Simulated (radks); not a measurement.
Spherical quantum dot in the effective-mass picture: electrons in a hard-walled sphere of radius 1.39, all in effective atomic units (hartree* = m*/eps^2 hartree, bohr* = eps/m* bohr), one dielectric constant everywhere. Calculated with a radial shooting solver with Libxc functionals: non-relativistic Kohn-Sham, LDA (Slater exchange, Perdew-Wang correlation), spin-polarised, spherical densities. Levels are named by radial order and angular momentum (1s, 1p, 1d, 2s, ...), and open shells are averaged over m. Results are scaled to m* = 0.03 and eps = 4.5, for which hartree* = 40.31 meV and bohr* = 7.938 nm. Each electron was tried in the lowest free levels, single moves between levels near the top were tried too, and the lowest total energy was kept; such a search can miss a lower state. At N = 1 the Hartree and exchange-correlation terms need not cancel, so that row can carry a self-interaction error.

N                         open shells  2S  E (meV)  mu = E(N) - E(N-1) (meV)  addition energy mu(N+1) - mu(N) (meV)  rms radius (nm)
1                    1s(up 1, down 0)   1  105.213                    105.21                                  48.38            5.890
2                                none   0  258.809                    153.60                                  138.9            5.996
3                    1p(up 1, down 0)   1  551.271                    292.46                                  37.35            6.341
4                    1p(up 2, down 0)   2  881.079                    329.81                                  38.49            6.523
5                    1p(up 3, down 0)   3  1249.37                    368.29                                  50.40            6.643
6                    1p(up 3, down 1)   2  1668.07                    418.70                                  36.89            6.735
7                    1p(up 3, down 2)   1  2123.66                    455.59                                  37.87            6.807
8                                none   0  2617.11                    493.46                                  160.9            6.868
9                    1d(up 1, down 0)   1  3271.44                    654.32                                  36.33            6.967
10                   1d(up 2, down 0)   2  3962.09                    690.65                                  36.59            7.047
11                   1d(up 3, down 0)   3  4689.32                    727.24                                  36.75            7.116
12                   1d(up 4, down 0)   4  5453.31                    763.99                                  36.85            7.174
13                   1d(up 5, down 0)   5  6254.15                    800.84                                  47.66            7.226
14                   1d(up 5, down 1)   4  7102.65                    848.50                                  35.93            7.272
15                   1d(up 5, down 2)   3  7987.08                    884.43                                  36.17            7.313
16                   1d(up 5, down 3)   2  8907.68                    920.60                                  36.33            7.351
17                   1d(up 5, down 4)   1  9864.62                    956.94                                  36.44            7.385
18                               none   0  10858.0                    993.38                                  158.6            7.417
19                   2s(up 1, down 0)   1  12010.0                    1152.0                                  54.13            7.382
20                               none   0  13216.1                    1206.1                                  46.21            7.349
21                   1f(up 1, down 0)   1  14468.4                    1252.3                                  35.36            7.392
22                   1f(up 2, down 0)   2  15756.2                    1287.7                                  34.10            7.432
23  2s(up 1, down 0) 1f(up 4, down 0)   5  17078.0                    1321.8                                  33.98            7.535
24  2s(up 1, down 0) 1f(up 5, down 0)   6  18433.7                    1355.8                                  35.59            7.566
25  2s(up 1, down 0) 1f(up 6, down 0)   7  19825.1                    1391.4                                  35.60            7.596
26  2s(up 1, down 0) 1f(up 7, down 0)   8  21252.1                    1427.0                                  46.18            7.623
27  2s(up 1, down 0) 1f(up 7, down 1)   7  22725.2                    1473.2                                  35.07            7.649
28  2s(up 1, down 0) 1f(up 7, down 2)   6  24233.4                    1508.2                                  35.14            7.674
29  2s(up 1, down 0) 1f(up 7, down 3)   5  25776.8                    1543.4                                  35.20            7.697
30  2s(up 1, down 0) 1f(up 7, down 4)   4  27355.4                    1578.6                                  35.24            7.719
31  2s(up 1, down 0) 1f(up 7, down 5)   3  28969.2                    1613.8                                  35.28            7.740
32  2s(up 1, down 0) 1f(up 7, down 6)   2  30618.2                    1649.1                                  35.30            7.760
33                   2s(up 1, down 0)   1  32302.6                    1684.4                                  52.66            7.780
34                               none   0  34039.6                    1737.0                                  188.5            7.752
35                   1g(up 1, down 0)   1  35965.2                    1925.6                                  34.63            7.776
36                   1g(up 2, down 0)   2  37925.4                    1960.2                                  34.65            7.798
37                   1g(up 3, down 0)   3  39920.2                    1994.8                                  34.67            7.820
38                   1g(up 4, down 0)   4  41949.7                    2029.5                                  34.69            7.840
39                   1g(up 5, down 0)   5  44013.9                    2064.2                                      -            7.860

All shells are closed at N = 2, 8, 18, 20, 34 (there: 1s2 1p6 1d10 2s2 1f14); the second difference of the energy has clear peaks (12 % above both neighbours; the first and last values, which can be the largest, are not judged, and half-filled shells can peak too) at N = 2, 5, 8, 13, 18, 26, 34.
